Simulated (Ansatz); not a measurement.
H6OSeSi2 can be A, `O[SiH]([SiH3])[SeH]`, or B, `O[SiH2][Se][SiH3]`.

Isolated molecules relaxed with PBE0-D4/def2-TZVP in Ansatz; ΔE leaves out vibrations. CCSD(T)/CBS is the MP2 limit (def2-TZVPP, def2-QZVPP) plus CCSD(T) − MP2 in def2-TZVPP, frozen cores. Functionals use def2-TZVPP. For Se outer-core shells are correlated without core-valence functions, which leaves a few kJ/mol of doubt a bond. Scalar relativity is left out up to krypton. Each species was taken in one conformer, which may not be the lowest.

A:

```xyz
10

O     0.900    1.410    1.345
Si    0.304   -0.070    0.932
Si    0.401   -0.488   -1.369
Se   -1.869   -0.391    1.568
H     0.380    2.180    1.108
H     1.089   -1.034    1.738
H    -0.589    0.394   -2.050
H     0.041   -1.905   -1.638
H     1.750   -0.208   -1.930
H    -2.405    0.112    0.296
```

B:

Z-matrix (Å, degrees):
```
Si
Se 1 2.280
O 1 1.640 2 112.7
H 1 1.488 2 106.8 3 -122.9
H 1 1.477 2 108.8 3 116.7
Si 2 2.278 1 93.9 3 100.1
H 3 0.959 1 117.7 2 -48.4
H 6 1.486 2 110.6 1 -51.1
H 6 1.483 2 111.3 1 70.0
H 6 1.483 2 106.5 1 -170.1
```

(1) Which isomer does CCSD(T)/CBS put lower? Give the gap. (Estimate.)

(2) Give E(B) − E(A) in kJ/mol with PBE0-D4, ωB97M-V, CCSD/def2-TZVPP, PBE-D4, MP2/def2-TZVPP, B2PLYP, HF/def2-TZVPP. (Best estimate.)

Largest T1 diagnostic: 0.011.

Answers

(1) The calculation gave: B, by 68.0 kJ/mol.

(2) The calculation gave: PBE0-D4 -59.1, ωB97M-V -69.0, CCSD/def2-TZVPP -65.8, PBE-D4 -52.7, MP2/def2-TZVPP -75.3, B2PLYP -66.2, HF/def2-TZVPP -76.0. None reverses the order clearly.

From PBE to PBE0 (25 % exact exchange), in def2-TZVPP and without D4, E(B) − E(A) moves by −6.6 kJ/mol.
